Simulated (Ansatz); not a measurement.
Compare A (`CC(=O)c1ccccc1`) with its isomer B (`c1ccc2c(c1)CCO2`).

Program: Ansatz. Geometries: PBE0-D4/def2-TZVP. ΔE: electronic, gas phase. CCSD(T)/CBS is the MP2 limit (def2-TZVPP, def2-QZVPP) plus CCSD(T) − MP2 in def2-TZVPP, frozen cores. DFT in def2-TZVPP. B3LYP here is the variant with VWN-RPA as its local correlation; programs differ in this. Each species was taken in one conformer, which may not be the lowest.

(1) Which is lower in electronic energy at CCSD(T)/CBS, and by how much? (Best estimate.)

(2) Give E(B) − E(A) in kJ/mol with B2PLYP, ωB97M-V, B3LYP, PBE0-D4, PBE-D4, r2SCAN-D4, B3LYP-D4. (Estimate.)

Largest T1 diagnostic: 0.013.

Results:

(1) The calculation gave: A, by 27.6 kJ/mol.

(2) Computed: B2PLYP 35.9, ωB97M-V 24.6, B3LYP 38.6, PBE0-D4 14.3, PBE-D4 23.2, r2SCAN-D4 26.5, B3LYP-D4 36.1. None reverses the order clearly.

In def2-TZVPP, CCSD(T) changes the Hartree–Fock value by −14.5 kJ/mol (the triples alone add +1.3 kJ/mol) and MP2 by −17.8 kJ/mol. Leaving LDA and LC-ωPBE aside and taking each functional with its dispersion term where it has one, the values, not all of them listed here, spread over 32.1 kJ/mol, from PBE-QIDH to BLYP-D4. LDA lies −30.0 kJ/mol from PBE without D4.
